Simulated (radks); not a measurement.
Sb2+, configuration [Kr] 4d10 5s2 5p1.

All-electron calculation, Dirac Kohn-Sham, PBE, spin-unpolarised, spherical densities, point nucleus; open shells are shared between the two j in proportion to 2j + 1. Program: a radial shooting solver on a logarithmic mesh with Libxc functionals.

Energy parts (hartree):
total: -6482.60316
kinetic: 6841.00547
electron-nucleus: -15708.98971
Hartree: 2555.47670
exchange-correlation: -170.09562

Orbitals (lengths in bohr, moments of r in powers of bohr; r(90%) holds 90 % of the orbital's charge):
orbital,occ.,eigenvalue (hartree),<r^4>,r(90%),<r^2>,small-component weight
1s1/2,2,-1113.644,3.125e-06,0.0511,0.001094,3.52e-02
2s1/2,2,-169.9885,0.0005387,0.189,0.01767,7.47e-03
2p1/2,2,-159.0697,0.0003462,0.169,0.01311,7.49e-03
2p3/2,4,-149.8154,0.0004096,0.177,0.01441,7.14e-03
3s1/2,2,-33.87558,0.02378,0.486,0.1248,2.18e-03
3p1/2,2,-29.41370,0.02294,0.483,0.1197,2.12e-03
3p3/2,4,-27.70603,0.02615,0.499,0.1280,2.02e-03
3d3/2,4,-19.83035,0.02198,0.478,0.1092,1.91e-03
3d5/2,6,-19.47547,0.02291,0.483,0.1117,1.88e-03
4s1/2,2,-6.14282,0.7421,1.14,0.7072,5.98e-04
4p1/2,2,-4.63409,0.9628,1.22,0.7908,5.37e-04
4p3/2,4,-4.31834,1.106,1.26,0.8469,5.08e-04
4d3/2,4,-1.93237,2.638,1.57,1.220,3.65e-04
4d5/2,6,-1.88642,2.778,1.59,1.251,3.57e-04
5s1/2,2,-1.08065,36.07,3.03,4.910,9.92e-05
5p1/2,0.333333,-0.76010,69.78,3.58,6.743,7.22e-05
5p3/2,0.666667,-0.72793,79.36,3.70,7.203,6.79e-05
5d3/2,0,-0.35045,417.4,5.62,16.36,3.15e-05
5d5/2,0,-0.34772,429.6,5.66,16.61,3.12e-05
6s1/2,0,-0.36062,890.0,6.72,25.17,2.59e-05

The highest occupied level is 5p3/2 at -19.808 eV. For comparison, the ionisation energy in NIST's Atomic Spectra Database is 25.324 eV (measured). In exact Kohn-Sham theory the highest level is minus the ionisation energy, but local and semilocal functionals leave it too shallow, through self-interaction and a potential that decays too fast; potentials with the right tail come closer. The density falls to 0.001 e/bohr^3 at r = 3.88 bohr. Summed over all electrons, <r^2> = 37.87 bohr^2, which gives a Langevin (diamagnetic) susceptibility term of -30 x 10^-6 cm^3/mol.

Beside tabulated values, note that spin-unpolarised runs miss the spin-polarisation part of the exchange energy of open shells.
